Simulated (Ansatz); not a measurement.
(H3Sn)2S (Sn2H6S). Total charge 0; singlet. Geometry r2SCAN-D4/def2-SVP, basis def2-TZVP, Ansatz.

```
run  HOMO (eV)  LUMO (eV)
  A      -7.08      -0.95
  B      -5.91      -1.75
  C      -5.98      -1.99
  D      -8.12      -0.16
  E      -9.23       0.66
  F      -5.75      -1.69
```

In the def2 sets Sn takes a core potential; there is no spin–orbit coupling.

**Question.** The runs used BHLYP, BLYP, LDA (SPW92), PBE, PBE0, ωB97M-V. Estimate which is which.

**Answer.** A PBE0 (25 % exact exchange); B PBE (0 % exact exchange); C LDA (SPW92) (0 % exact exchange); D BHLYP (50 % exact exchange); E ωB97M-V (range-separated); F BLYP (0 % exact exchange). Exact exchange lowers occupied and raises empty levels; among semilocal functionals meta-GGAs tend to open the gap a little, and such runs are hard to tell apart. The gap grows from 3.99 eV (LDA (SPW92)) to 9.89 eV (ωB97M-V).
